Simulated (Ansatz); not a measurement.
Cost and result for the atomization energy of Ge2H12Si4 (`[SiH2]1[SiH2][SiH2][GeH2][GeH2][SiH2]1`) (18 atoms, 18 bonds).

```xyz
18

Si   -0.408   -1.175   -1.759
Si    0.814    0.809   -2.018
Si    1.089    1.885    0.046
Ge    1.318    0.242    1.752
Ge   -0.834   -0.869    2.008
Si   -1.999   -0.872   -0.074
H     0.522   -2.256   -1.324
H    -1.022   -1.582   -3.054
H     0.095    1.711   -2.962
H     2.152    0.501   -2.596
H     2.250    2.817    0.007
H    -0.137    2.679    0.342
H     2.372   -0.799    1.327
H     1.768    0.854    3.091
H    -0.612   -2.320    2.476
H    -1.657   -0.140    3.087
H    -3.046   -1.932   -0.088
H    -2.667    0.447   -0.259
```

Total charge 0; spin multiplicity 1. Correlated methods include outer-core shells of Ge, which these sets cover unevenly. Scalar relativity is left out up to krypton. All single points use the PBE0-D4/def2-TZVP geometry. Program: Ansatz. All runs use 6 threads of an AMD EPYC 7R13 on a shared host and a share of an NVIDIA H100 80 GB. Times are those of one run each, without the atoms' runs, and a repeat can differ threefold. Electronic energies, without spin–orbit coupling; frozen cores. CCSD(T)/CBS adds CCSD(T) − MP2 in def2-TZVPP to the MP2 limit, and its time is that of the two runs behind it. T1 = 0.013. With those shells the extrapolation isn't a true limit. HSE06 is the plane-wave form, built on full-range PBE exchange.

CCSD(T)/CBS is a level of theory with its own doubt, some kJ/mol a heavy atom from the limit and from the frozen cores, so smaller differences don't rank the functionals.

```tsv
level	functions	wall time	atomization (kcal/mol)	difference from CCSD(T)/CBS	per bond
CAM-B3LYP-D4/def2-TZVPP	432	2 s	1228.4	-8.9	-0.5
r2SCAN-D4/def2-TZVPP (with forces)	432	2.2 s	1236.9	-0.4	0.0
HSE06-D4/def2-TZVPP	432	2.2 s	1221.3	-16.0	-0.9
PBE-QIDH/def2-TZVPP	432	2.5 s	1220.2	-17.1	-0.9
CCSD(T)/def2-SVP	196	2.5 s	1146.4	-90.9	-5.0
BLYP-D4/def2-TZVPP	432	2.6 s	1206.6	-30.7	-1.7
r2SCANh-D4/def2-TZVPP	432	3.3 s	1234.2	-3.1	-0.2
PBE-D4/def2-TZVPP (with forces)	432	3.6 s	1218.8	-18.5	-1.0
ωB97M-V/def2-TZVPP (with forces)	432	4.2 s	1224.2	-13.1	-0.7
LDA (SPW92)/def2-TZVPP	432	5.5 s	1365.9	128.6	7.1
MP2/def2-QZVPP	818	6.5 s	1207.9	-29.4	-1.6
CCSD(T)/def2-TZVPP	432	14 s	1208.8	-28.5	-1.6
CCSD(T)/CBS(def2)	–	20 s	1237.3	0.0	0.0
```

From r2SCAN to r2SCAN0 (25 % exact exchange), in def2-TZVPP and without D4, the atomization energy moves by −7.1 kcal/mol: exact exchange takes away binding that semilocal exchange gives to molecules. At CCSD(T), def2-SVP lies −90.9 kcal/mol from the extrapolated value and def2-TZVPP −28.4 kcal/mol: correlation converges slowly with the basis, and small sets miss more of it in the bonded molecule than in its fragments. Leaving LDA and LC-ωPBE aside and taking each functional with its dispersion term where it has one, the values, not all of them listed here, spread over 46.5 kcal/mol, from revPBE-D4 to ωB97X-V. LDA lies +162.7 kcal/mol from PBE without D4, its usual overbinding.
